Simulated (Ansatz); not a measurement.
```yaml
crystal:
  periodic: [false, false, false]
  atoms:
    - {symbol: B, position_ang: [0.192446, -0.196393, -1.116753]}
    - {symbol: B, position_ang: [0.789169, -1.733535, -0.810284]}
    - {symbol: B, position_ang: [0.397051, -0.986665, 0.594098]}
    - {symbol: B, position_ang: [-1.234744, 1.136579, 0.425535]}
    - {symbol: P, position_ang: [1.085637, -2.807564, 0.691886]}
    - {symbol: P, position_ang: [-1.352473, 0.680813, -1.467651]}
    - {symbol: P, position_ang: [-0.671164, 0.113099, 1.889313]}
    - {symbol: P, position_ang: [0.162299, 2.129167, 1.017056]}
    - {symbol: P, position_ang: [0.532936, 1.672156, -1.012324]}
basis:
  gaussian: {orbitals: "6-31++G**"}
total_charge: -1
hamiltonian: {xc: {name: B97}}
scf: {lower_state_search: off}
```

```sh
$ ansatz run in.yaml --threads 4 --pin off --events-out ev --progress --plain --max-ram 4787MiB
```

It prints (some lines left out):

```
Functional definition: B97
1911 factors; their error is unknown
mean field evaluation 1: about -49128.5013 eV, gradient 6.0e1 eV
mean field evaluation 2: about -49042.3972 eV, gradient 1.6e2 eV
mean field evaluation 4: about -49137.8949 eV, gradient 2.4e1 eV
mean field evaluation 8: about -49139.8403 eV, gradient 1.9e-1 eV
mean field evaluation 16: about -49140.1078 eV, gradient 2.1e-3 eV
mean field -49140.10776617 eV, -1805.8656520453 hartree, gradient 7.0e-6 eV, S^2 0.000000; 0 other end points of the search recorded, 0 dependent functions left out
reference -49140.10780190 eV, -1805.8656533584 hartree; 48, 48 occupied and 143, 143 virtual orbitals, 1911 factors
Total energy: -49140.10780190 eV, -1805.8656533584 hartree
Checks for a lower state left out: stability, starts, cluster_reference, orbital_swaps, neighbouring_geometries, increment
```

It took 6 s on 4 threads of Arm Neoverse V1 on a shared host, peak host memory 0.69 GiB.

The 6-31G sets use Cartesian d functions.
